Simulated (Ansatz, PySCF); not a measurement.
This PySCF input computes a PBE/def2-TZVPD energy:

```python
from pyscf import gto, scf, dft

mol = gto.M(
    atom='''
    In    0.00000000    0.00000000    0.00000000
    F    -0.00000000   -0.00000000   -1.85519970
    F     0.00000000    0.00000000    1.85519970
    ''',
    basis='def2-tzvpd',
    ecp='def2-tzvp',
    charge=1,
    spin=0,
    verbose=4,
)

mf = dft.RKS(mol, xc='pbe').density_fit(auxbasis='def2-universal-jkfit')
mf.grids.level = 3
mf.conv_tol = 1e-9
mf.max_cycle = 100
mf.max_memory = 1500
mf.kernel()
if not mf.converged:
    mf = mf.newton()
    mf.kernel(mf.make_rdm1())
mf.analyze()
```

Problem. Write an input for the same energy in Ansatz (a quantum-chemistry and plane-wave program) and say what it gives.

Solution. 
Ansatz 0.2 input:
```yaml
crystal:
  periodic: [false, false, false]
  atoms:
    - {symbol: In, position_ang: [0.00000000, 0.00000000, 0.00000000]}
    - {symbol: F, position_ang: [-0.00000000, -0.00000000, -1.85519970]}
    - {symbol: F, position_ang: [0.00000000, 0.00000000, 1.85519970]}
basis:
  gaussian:
    orbitals: def2-TZVPD
hamiltonian:
  xc: {name: PBE}
total_charge: 1
output: {forces: true}
```
It gives -389.44269 Eh, and PySCF -389.44276 Eh, a difference of 0.07 mEh, from the treatment of integrals and grids.

It need not be the lowest isomer of its formula.
